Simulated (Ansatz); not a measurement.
Relaxation of C₂H₆BNSe (11 atoms, charge 0, multiplicity 1), to a largest force component of 0.015 eV/Å in at most 40 steps.

These are results of RKS B3LYP-D4/def2-SVP (Ansatz), not measurements.

```xyz
11
Properties=species:S:1:pos:R:3
C -0.890 -0.287 0.964
B 0.225 0.117 -0.070
N 0.859 1.496 -0.072
C 0.791 -0.952 -1.088
Se 0.035 -2.773 -1.282
H -1.854 -0.497 0.385
H -0.601 -1.102 1.582
H -1.126 0.638 1.606
H 1.442 1.638 0.823
H 1.460 1.587 -0.872
H 1.505 -0.738 -1.762
```

Q: Where does it end, and by what steps?

A: The forces met the threshold. The force dipped under the threshold on the way, but the program's further checks kept it going. After 21 steps the energy has fallen by 1.635 eV; H9 moved furthest, 0.72 Å.

```tsv
step	energy less start (eV)	largest force component (eV/Å)	accepted
0	0.0000	4.950	yes
1	-1.0647	1.675	yes
2	-1.3248	2.047	yes
3	-1.5812	0.501	yes
4	-1.6076	0.328	yes
5	-1.6083	0.343	yes
6	-1.6290	0.281	yes
7	-1.6321	0.030	yes
8	-1.6326	0.035	yes
9	-1.6332	0.013	yes
10	-1.6335	0.083	yes
11	-1.6337	0.054	yes
12	-1.6339	0.025	yes
13	-1.6342	0.030	yes
14	-1.6343	0.053	yes
15	-1.6344	0.027	yes
16	-1.6344	0.007	yes
17	-1.6345	0.005	yes
18	-1.6343	0.053	no
19	-1.6345	0.018	no
20	-1.6345	0.021	no
21	-1.6345	0.003	yes
```

```xyz
11
Properties=species:S:1:pos:R:3
C -0.851 -0.234 1.000
B 0.297 0.039 -0.045
N 1.017 1.242 -0.046
C 0.711 -1.015 -1.151
Se 0.003 -2.624 -1.364
H -1.803 -0.434 0.479
H -0.635 -1.148 1.578
H -1.012 0.595 1.708
H 0.844 1.991 0.615
H 1.761 1.449 -0.704
H 1.512 -0.736 -1.857
```

Run time: 88 s on 2 threads of Arm Neoverse V1, with other jobs on the host, peak memory 0.3 GiB.
